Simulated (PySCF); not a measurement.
# Nuclear repulsion and electron count by hand

System: boron oxyfluoride (BFO), singlet, at a GFN2-xTB geometry. Level: BHANDHLYP/6-31G** in PySCF. Sums are taken with unrounded values, so a last digit can differ.

Coordinates (Å):

```
atom        x        y         z
----  -------  -------  --------
F1    0.00000  0.00000  -1.18925
B2    0.00000  0.00000   0.09250
O3    0.00000  0.00000   1.28010
```

### Question
Work out the nuclear repulsion energy and the numbers of alpha and beta electrons.

### Answer
In atomic units each pair adds Z_i Z_j / r_ij, with r in bohr (1 bohr = 0.529177 Å).
| pair | r (Å) | r (bohr) | Z_i Z_j | term (Eh) |
|---|---|---|---|---|
| F1-B2 | 1.2818 | 2.4222 | 45 | 18.5784 |
| F1-O3 | 2.4694 | 4.6664 | 72 | 15.4295 |
| B2-O3 | 1.1876 | 2.2442 | 40 | 17.8235 |
The sum is 51.8314 Eh; PySCF gives 51.8314 Eh. The atomic numbers add up to 22, so at charge +0 there are 22 electrons; multiplicity 1 means 0 unpaired, so 11 alpha and 11 beta.
